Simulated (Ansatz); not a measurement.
`[F][Ti]([SH])([SH])[SH]` + `C[NH][AlH][F]` → `[F][Ti]([F])([SH])[SH]` + `C[NH][AlH][SH]`  (redistribution)

Isolated molecules relaxed with PBE0-D4/def2-TZVP in Ansatz; ΔE leaves out vibrations. CCSD(T)/CBS is the MP2 limit (def2-TZVPP, def2-QZVPP) plus CCSD(T) − MP2 in def2-TZVPP, frozen cores. DFT in def2-TZVPP. B3LYP here is the variant with VWN-RPA as its local correlation; programs differ in this. For Ti outer-core shells are correlated without core-valence functions, which leaves a few kJ/mol of doubt a bond. Scalar relativity is left out up to krypton. Each species was taken in one conformer, which may not be the lowest.

CCSD(T)/CBS gives +0.15 eV.

Q: Another level gave +0.06 eV. Which?
A. r2SCAN/def2-TZVPP
B. B3LYP-D4/def2-TZVPP
C. MP2/def2-TZVPP
D. SCS-MP2/def2-TZVPP

A: B. B3LYP-D4 0.06, r2SCAN 0.00, SCS-MP2/def2-TZVPP 0.19, MP2/def2-TZVPP 0.27 eV.

Largest T1 diagnostic among the species: 0.028, so the coupled-cluster value is less sure than usual.

In def2-TZVPP, CCSD(T) changes the Hartree–Fock value by +0.21 eV (the triples alone add +0.08 eV) and MP2 by +0.38 eV.
